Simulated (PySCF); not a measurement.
C9H10Si.
SMILES with atom numbers: `[SiH3:1][C:2]1=[CH:3][C:4]2([CH:5]=[CH:6][CH:7]=[CH:8]2)[CH:9]=[CH:10]1` (hydrogens: H11, H12, H13 on Si1; H14 on C3; H15 on C5; H16 on C6; H17 on C7; H18 on C8; H19 on C9; H20 on C10)

Level of theory: PySCF, PBE0-D3(BJ)/def2-SVP geometry optimisation, gas phase.

(1) Give the optimised bond lengths and angles.

Answers

(1) 
```csv
bond,length (Å)
Si1–C2,1.873
C2=C3,1.354
C3–C4,1.512
"C4–C5, C4–C8",1.513
"C5=C6, C7=C8",1.347
C6–C7,1.467
C4–C9,1.510
C9=C10,1.346
C2–C10,1.477
"Si1–H11, Si1–H12, Si1–H13",1.495
C3–H14,1.092
"C5–H15, C8–H18",1.090
"C6–H16, C7–H17",1.091
C9–H19,1.090
C10–H20,1.092
```

Bonds in one row agree within 0.01 Å and their mean is given. A selection of angles:
```csv
angle,degrees
Si1–C2–C3,126.1
Si1–C2–C10,126.2
C3–C2–C10,107.6
C2–C3–C4,110.7
C3–C4–C5,112.7
C3–C4–C9,102.0
C5–C4–C9,113.9
C5–C4–C8,102.3
C4–C5–C6,109.6
C5–C6–C7,109.2
C4–C9–C10,109.6
C2–C10–C9,110.0
```

Torsions: Si1–C2–C3–C4 180° (antiperiplanar); C2–C3–C4–C5 123° (anticlinal); C3–C4–C5–C6 121° (anticlinal); C4–C5–C6–C7 0° (synperiplanar); C5–C6–C7–C8 0° (synperiplanar); C6–C7–C8–C4 0° (synperiplanar); C3–C4–C9–C10 0° (synperiplanar); C4–C9–C10–C2 0° (synperiplanar); Si1–C2–C10–C9 180° (antiperiplanar); C3–C4–C8–C7 -121° (anticlinal). The mirror-image conformer, all signs reversed, is as good.

The 5-membered ring C2–C3–C4–C9–C10 has internal angles of 102.0° to 110.7° (sum 540°, against 540° for a flat polygon); it is planar, 0.00 Å rms from its mean plane, widest ring torsion 0°. The 5-membered ring C4–C5–C6–C7–C8 has internal angles of 102.3° to 109.6°; it is planar, 0.00 Å rms from its mean plane, widest ring torsion 0°. Si1 (SiH3 silicon) is tetrahedral (angles from 108.0° to 111.1°). The 10 C–C bonds span 1.346 Å (C9=C10, drawn double) to 1.513 Å (C4–C8, drawn single), a spread of 0.167 Å.

Point group: near Cs, missed by 0.11 Å at most; the miss may be what the optimiser left on a soft mode. No PBE0-D3(BJ)/def2-SVP frequencies stand behind this structure, so it isn't proved a minimum.

On an AMD EPYC 9R45 with one thread, shared host, this took 60 s wall and 0.96 GiB of memory at its peak. These figures are those of the optimisation.
